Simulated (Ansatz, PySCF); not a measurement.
Species: sum formula HS2O, charge 0, multiplicity 2. It need not be the lowest isomer of its formula. 
Structure (B3LYP-D3(BJ)/def2-TZVP (Ansatz, a quantum-chemistry and plane-wave program) minimum search):
```
S
O 1 1.6627
H 2 0.9712 1 108.36
S 1 1.9230 2 109.60 3 0.00
```
Charge 0, spin multiplicity 2.

Wanted: atomisation energy (electronic, to ground-state atoms), in kJ/mol. Valence correlation only, unless marked. Open shells are spin-unrestricted. Spin-orbit coupling is left out. Non-relativistic. The coupled-cluster limit lacks core correlation, which all-electron functionals hold. CBS marks a two-point X^-3 extrapolation of the correlation energy; Hartree-Fock from the larger set. The bracket is a focal-point correction in the basis named.

```
level                                                                 program  atomisation energy (kJ/mol)
-------------------------------------------------------------  --------------  ---------------------------
PBE0/def2-QZVPP                                                        Ansatz                       1123.1
TPSSh/def2-TZVPD                                                        PySCF                       1108.3
PW6B95-D3(BJ)/def2-TZVPD                                        PySCF + dftd3                            ?
HSE06-D4/def2-TZVPD                                            Ansatz + dftd4                       1127.6
wB97X-V/def2-TZVPD                                                     Ansatz                       1122.5
CCSD(T) with core electrons (1s frozen past Ne)/cc-pwCVTZ              Ansatz                            ?
RI-MP2/CBS(cc-pV(T+d)Z,cc-pV(Q+d)Z)+[CCSD(T)-MP2]/cc-pV(T+d)Z          Ansatz                            ?
```

Task: What belongs in the gaps?

Result: 
- PW6B95-D3(BJ)/def2-TZVPD, atomisation energy (kJ/mol): 1130.8
- CCSD(T) with core electrons (1s frozen past Ne)/cc-pwCVTZ, atomisation energy (kJ/mol): 1053.6
- RI-MP2/CBS(cc-pV(T+d)Z,cc-pV(Q+d)Z)+[CCSD(T)-MP2]/cc-pV(T+d)Z, atomisation energy (kJ/mol): 1113.5
